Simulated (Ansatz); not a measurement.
A run on C₆H₁₆O₄Ti, SMILES `CC[O][Ti]([OH])([O]CC)[O]CC` with other settings.

```yaml
crystal:
  periodic: [false, false, false]
  atoms:
    - {symbol: C, position_ang: [-1.147479, -3.531676, -0.808965]}
    - {symbol: C, position_ang: [-0.671515, -2.663864, 0.334791]}
    - {symbol: O, position_ang: [-0.554793, -1.330738, -0.068074]}
    - {symbol: Ti, position_ang: [-0.988266, 0.348638, 0.377703]}
    - {symbol: O, position_ang: [-2.484399, 0.321273, 1.407851]}
    - {symbol: O, position_ang: [-1.257238, 1.283549, -1.117758]}
    - {symbol: C, position_ang: [-0.866860, 2.281396, -2.011000]}
    - {symbol: C, position_ang: [0.485244, 2.865628, -1.662956]}
    - {symbol: O, position_ang: [0.344932, 1.055861, 1.326966]}
    - {symbol: C, position_ang: [1.677238, 1.049933, 1.738698]}
    - {symbol: C, position_ang: [2.290837, -0.332032, 1.674741]}
    - {symbol: H, position_ang: [-1.215445, -4.575719, -0.492236]}
    - {symbol: H, position_ang: [-0.455313, -3.468755, -1.651081]}
    - {symbol: H, position_ang: [-2.133278, -3.209299, -1.150772]}
    - {symbol: H, position_ang: [-1.366783, -2.738274, 1.181502]}
    - {symbol: H, position_ang: [0.308968, -3.010199, 0.687612]}
    - {symbol: H, position_ang: [-3.385206, 0.524990, 1.154805]}
    - {symbol: H, position_ang: [-0.845090, 1.853475, -3.021237]}
    - {symbol: H, position_ang: [-1.629547, 3.070490, -2.010789]}
    - {symbol: H, position_ang: [0.754927, 3.649829, -2.374866]}
    - {symbol: H, position_ang: [0.472881, 3.296579, -0.659506]}
    - {symbol: H, position_ang: [1.257460, 2.093060, -1.694586]}
    - {symbol: H, position_ang: [2.245901, 1.745500, 1.107228]}
    - {symbol: H, position_ang: [1.721776, 1.436304, 2.764530]}
    - {symbol: H, position_ang: [3.334181, -0.298651, 1.998672]}
    - {symbol: H, position_ang: [2.255293, -0.725417, 0.656353]}
    - {symbol: H, position_ang: [1.749876, -1.022482, 2.325874]}
basis:
  gaussian: {orbitals: def2-mTZVP}
hamiltonian: {xc: {name: SVWN5}}
output: {forces: true}
```

```sh
$ ansatz run in.yaml --threads 11 --pin off --events-out ev --progress --plain --max-ram 120832MiB --backend cuda --devices 0, --max-vram 75GiB
```

It prints (some lines left out):

```
Functional definition: SVWN5
2758 factors; their error is unknown
mean field evaluation 1: about -37578.6635 eV, gradient 1.5e2 eV
mean field evaluation 2: about -37006.1753 eV, gradient 6.1e2 eV
mean field evaluation 4: about -37583.3878 eV, gradient 1.7e2 eV
mean field evaluation 8: about -37623.7176 eV, gradient 6.1e0 eV
mean field evaluation 16: about -37623.6330 eV, gradient 9.0e-2 eV
mean field -37623.63297043 eV, -1382.6430094490 hartree, gradient 2.9e-5 eV, S^2 0.000000; 0 other end points of the search recorded, 0 dependent functions left out
reference -37623.63304331 eV, -1382.6430121271 hartree; 53, 53 occupied and 238, 238 virtual orbitals, 2758 factors
Total energy: -37623.63304331 eV, -1382.6430121271 hartree
Atom 0 at    -1.147479    -3.531676    -0.808965 Å, force     0.184870     0.315609     0.423314 eV/Å
Atom 1 at    -0.671515    -2.663864     0.334791 Å, force    -0.169147     0.094898    -0.574869 eV/Å
Atom 2 at    -0.554793    -1.330738    -0.068074 Å, force     0.038683    -0.201829    -0.014425 eV/Å
Atom 3 at    -0.988266     0.348638     0.377703 Å, force    -0.118887     0.037838     0.002322 eV/Å
Atom 4 at    -2.484399     0.321273     1.407851 Å, force     0.852883    -0.210965     0.290936 eV/Å
Atom 5 at    -1.257238     1.283549    -1.117758 Å, force     0.043038     0.110620    -0.153093 eV/Å
Atom 6 at    -0.866860     2.281396    -2.011000 Å, force     0.412797    -0.105575     0.454866 eV/Å
Atom 7 at     0.485244     2.865628    -1.662956 Å, force    -0.513833    -0.230699    -0.124486 eV/Å
Atom 8 at     0.344932     1.055861     1.326966 Å, force     0.186699     0.052511     0.090921 eV/Å
Atom 9 at     1.677238     1.049933     1.738698 Å, force    -0.208852    -0.568712    -0.163356 eV/Å
Atom 10 at     2.290837    -0.332032     1.674741 Å, force    -0.240290     0.522299     0.018954 eV/Å
Atom 11 at    -1.215445    -4.575719    -0.492236 Å, force    -0.020617    -0.294496     0.082724 eV/Å
Atom 12 at    -0.455313    -3.468755    -1.651081 Å, force     0.196402     0.025760    -0.231163 eV/Å
Atom 13 at    -2.133278    -3.209299    -1.150772 Å, force    -0.270573     0.102411    -0.084804 eV/Å
Atom 14 at    -1.366783    -2.738274     1.181502 Å, force    -0.222085    -0.006593     0.271979 eV/Å
Atom 15 at     0.308968    -3.010199     0.687612 Å, force     0.320245    -0.112286     0.117875 eV/Å
Atom 16 at    -3.385206     0.524990     1.154805 Å, force    -0.807152     0.186703    -0.266177 eV/Å
Atom 17 at    -0.845090     1.853475    -3.021237 Å, force     0.007584    -0.120084    -0.325621 eV/Å
Atom 18 at    -1.629547     3.070490    -2.010789 Å, force    -0.235906     0.250563    -0.010837 eV/Å
Atom 19 at     0.754927     3.649829    -2.374866 Å, force     0.085496     0.226513    -0.197401 eV/Å
Atom 20 at     0.472881     3.296579    -0.659506 Å, force    -0.019210     0.105506     0.312524 eV/Å
Atom 21 at     1.257460     2.093060    -1.694586 Å, force     0.206860    -0.237873    -0.001476 eV/Å
Atom 22 at     2.245901     1.745500     1.107228 Å, force     0.181822     0.231108    -0.205292 eV/Å
Atom 23 at     1.721776     1.436304     2.764530 Å, force     0.030458     0.124957     0.321262 eV/Å
Atom 24 at     3.334181    -0.298651     1.998672 Å, force     0.296760    -0.000485     0.091324 eV/Å
Atom 25 at     2.255293    -0.725417     0.656353 Å, force    -0.043193    -0.106769    -0.309463 eV/Å
Atom 26 at     1.749876    -1.022482     2.325874 Å, force    -0.174853    -0.190929     0.183459 eV/Å
Dipole moment:     0.162304     0.019511    -0.167240 e Å
```

Run time 1.6 s (11 threads of an AMD EPYC 7R13 on a shared host and a whole NVIDIA H100 80 GB); peak host memory 1.6 GiB.
